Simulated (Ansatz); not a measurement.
Born–Oppenheimer molecular dynamics of CH8OSiSn (12 atoms, charge 0, multiplicity 1). It starts at the highest image of a converged band. Of that band: Neighbouring images differ by up to 2.8 eV, so the band resolves the path poorly. A vibrational analysis at the climbing image gives one clearly imaginary mode, 1296i cm⁻¹, and a faint second one (21i cm⁻¹) that may be numerical noise or a soft torsion: probably a first-order saddle point.

These are results of RKS PBE-D4/def2-SVP (Ansatz), not measurements.

```json
{
 "ensemble": "NVE (velocity Verlet)",
 "time step": "0.5 fs",
 "steps asked": "200",
 "starting velocities drawn for": "100 K",
 "seed": "4917"
}
```

First frame:

```xyz
12
Properties=species:S:1:pos:R:3
C -1.417 1.395 -0.232
Si -1.228 0.074 1.126
O 0.100 -1.086 0.567
Sn 1.857 -1.174 -0.552
H -1.775 0.963 -1.187
H -0.442 1.900 -0.409
H -2.140 2.177 0.085
H -1.007 -1.560 0.789
H -0.675 0.858 2.315
H 2.417 0.451 -0.751
H 1.419 -1.902 -2.055
H 2.968 -2.151 0.338
```

Problem. How far do the bonds stretch over the last three quarters of this one trajectory? (Pairs bonded in most of those frames.)

Solution. 
```csv
bond,mean (Å),spread (Å),shortest,longest
C1–Si2,1.944,0.022,1.91,1.99
C1–H5,1.110,0.007,1.10,1.12
C1–H6,1.113,0.009,1.10,1.13
C1–H7,1.116,0.008,1.10,1.13
Si2–H9,1.554,0.016,1.53,1.59
O3–Sn4,2.113,0.038,2.07,2.19
O3–H8,0.982,0.014,0.96,1.01
Sn4–H10,1.715,0.018,1.68,1.75
Sn4–H11,1.729,0.023,1.69,1.76
Sn4–H12,1.727,0.018,1.70,1.75
```

Mean temperature of the second half: 243 K. The conserved energy stayed within 0.037 meV per atom of its start (net change 0.017 meV per atom), so the integration is sound. The system heated up, since it started high on the potential surface and ran downhill. A run of 0.1 ps of so small a system gives no equilibrium averages. The orbitals stay closed-shell, which can raise the energy where a bond breaks towards radicals; this wasn't checked here.

Time of the run: 7.6 min on 2 threads of Arm Neoverse V1, with other jobs on the host, peak memory 0.15 GiB.
